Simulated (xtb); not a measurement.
xtb input (GFN2-xTB):

```bash
xtb mol.xyz --gfn 2 --ohess tight --chrg 0 --uhf 0
```
mol.xyz:
```
5

Si     0.02531324    -0.00111874    -0.01769598
Cl     0.20854577    -1.18566757     1.75649423
Cl    -0.38248666    -1.36073579    -1.63089151
Br    -1.76247279     1.36108235     0.22138144
Br     1.91817717     1.11429969    -0.36597959
```

End of the output:

```
           -------------------------------------------------
          | TOTAL ENERGY              -19.160195981464 Eh   |
          | TOTAL ENTHALPY            -19.146294086577 Eh   |
          | TOTAL FREE ENERGY         -19.189293533028 Eh   |
          | GRADIENT NORM               0.000015592492 Eh/α |
          | HOMO-LUMO GAP               6.514051155836 eV   |
           -------------------------------------------------

------------------------------------------------------------------------
------------------------------------------------------------------------
Note: The following floating-point exceptions are signalling: IEEE_UNDERFLOW_FLAG IEEE_DENORMAL
normal termination of xtb
 total:
 SCF:
 ANC optimizer:
 analytical hessian:
```
